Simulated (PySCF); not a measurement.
Species: C7H13ClO2.
Numbering: `[CH3:1][O:2][C@@H:3]([CH2:4][CH:5]([CH3:6])[CH3:7])[C:8](=[O:9])[Cl:10]` (hydrogens: H11, H12, H13 on C1; H14 on C3; H15, H16 on C4; H17 on C5; H18, H19, H20 on C6; H21, H22, H23 on C7)

Cartesian coordinates in Å at the GFN2-xTB level; atoms count from 1:
```
atom  x, y, z in Å
C1     2.8649    0.8225   -0.4708
O2     1.5913    0.3230   -0.8079
C3     1.0210   -0.5265    0.1501
C4    -0.4481   -0.7647   -0.2403
C5    -1.2842    0.5195   -0.1853
C6    -2.6075    0.2915   -0.9126
C7    -1.5496    0.9568    1.2528
C8     1.7301   -1.8599    0.1942
O9     2.5112   -2.3098   -0.5698
Cl10   1.2424   -2.8029    1.6194
H11    2.8450    1.3276    0.5028
H12    3.1191    1.5409   -1.2469
H13    3.6199    0.0313   -0.4489
H14    1.0771   -0.0784    1.1559
H15   -0.8790   -1.5165    0.4216
H16   -0.4490   -1.1488   -1.2616
H17   -0.7275    1.3051   -0.7045
H18   -2.4354    0.0271   -1.9527
H19   -3.2139    1.1933   -0.8851
H20   -3.1674   -0.5128   -0.4398
H21   -2.0857    0.1792    1.7930
H22   -0.6249    1.1690    1.7831
H23   -2.1544    1.8603    1.2633
```

Computed at PBE0/pcSseg-1 (PySCF, non-relativistic), with Q(17O) = −0.0256 b, Q(35Cl) = −0.0817 b: O2, 17O (I = 5/2): χzz = -12.09 MHz, η = 0.969; O9, 17O (I = 5/2): χzz = 9.592 MHz, η = 0.511; Cl10, 35Cl (I = 3/2): χzz = -60.48 MHz, η = 0.274.

Problem. Find the zero-field quadrupole resonance frequencies of 17O at O2.

Solution. From the eigenvalues of H = χ/[4I(2I − 1)] × [3Iz² − I(I + 1) + η(Ix² − Iy²)], steps between neighbouring levels, labelled as for η = 0: ±1/2↔±3/2 3.132 MHz, ±3/2↔±5/2 3.213 MHz (ether oxygen).

Problem. Where would the pure quadrupole (NQR) lines of 17O at O9 fall for the rigid, isolated species?

Solution. From the eigenvalues of H = χ/[4I(2I − 1)] × [3Iz² − I(I + 1) + η(Ix² − Iy²)], steps between neighbouring levels, labelled as for η = 0: ±1/2↔±3/2 1.801 MHz, ±3/2↔±5/2 2.750 MHz (carbonyl oxygen).

Problem. Where would the pure quadrupole (NQR) lines of 35Cl at Cl10 fall for the rigid, isolated species?

Solution. From ν = (|χ|/2)√(1 + η²/3): ν = 30.62 MHz (chlorine bonded to C). For 37Cl the ratio of quadrupole moments, 0.7881, gives 24.13 MHz.

In a crystal, neighbours and librations shift these lines. GFN2-xTB bond lengths can be off by several hundredths of an ångström, more for odd bonds, and the gradients follow them. With a basis this small, the couplings can be 20 % off.

One conformer stands for the species.
